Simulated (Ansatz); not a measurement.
Ligand exchange: SnBr4 + CH2BrI → SnHBr3 + CHBr2I

Gas-phase species: SnBr4 `[Br][Sn]([Br])([Br])[Br]`, singlet; CH2BrI (bromoiodomethane) `BrCI`, singlet; SnHBr3 `[Br][SnH]([Br])[Br]`, singlet; CHBr2I (dibromoiodomethane) `BrC(Br)I`, singlet. The partners trade Br for H: Sn–Br and C–H bonds give way to Sn–H and C–Br.

Shapes, held fixed at every level: PBE0-D4/def2-TZVP. Programs: Ansatz 0.2.0. The zero-point and thermal change to 298 K, harmonic and unscaled (PBE0-D4/def2-TZVP), is -11.3 kJ/mol.

```json
{"level": "SPW92/def2-TZVPP", "kind": "LDA", "ΔH(298 K) (kJ/mol)": "+146.8", "less CCSD(T)/def2-TZVPP": "-12.9"}
{"level": "PBE0-D4/def2-TZVPP", "kind": "global hybrid", "ΔH(298 K) (kJ/mol)": "+165.7", "less CCSD(T)/def2-TZVPP": "+6.0"}
{"level": "r2SCAN0-D4/def2-TZVPP", "kind": "global hybrid", "ΔH(298 K) (kJ/mol)": "+171.5", "less CCSD(T)/def2-TZVPP": "+11.8"}
{"level": "wB97M-V/def2-TZVPP", "kind": "range-separated hybrid", "ΔH(298 K) (kJ/mol)": "+163.6", "less CCSD(T)/def2-TZVPP": "+3.9"}
{"level": "B2PLYP/def2-TZVPP", "kind": "double hybrid", "ΔH(298 K) (kJ/mol)": "+165.1", "less CCSD(T)/def2-TZVPP": "+5.4"}
{"level": "CCSD/def2-SVP", "kind": "coupled cluster or CI", "ΔH(298 K) (kJ/mol)": "+172.1", "less CCSD(T)/def2-TZVPP": "+12.4"}
{"level": "CCSD(T)/def2-TZVPP", "kind": "coupled cluster or CI", "ΔH(298 K) (kJ/mol)": "+159.7", "less CCSD(T)/def2-TZVPP": "0.0"}
```

The highest level, CCSD(T)/def2-TZVPP, gives ΔH(298 K) = +159.7 kJ/mol; the levels span +146.8 to +172.1. The column of differences is taken from that level and isn't an error. No measured value is set beside it here. For atoms past krypton def2 sets carry core potentials with scalar relativity. Relativity is left out for Br. Outer-core shells of Br, I, Sn are correlated, in sets that cover them unevenly.
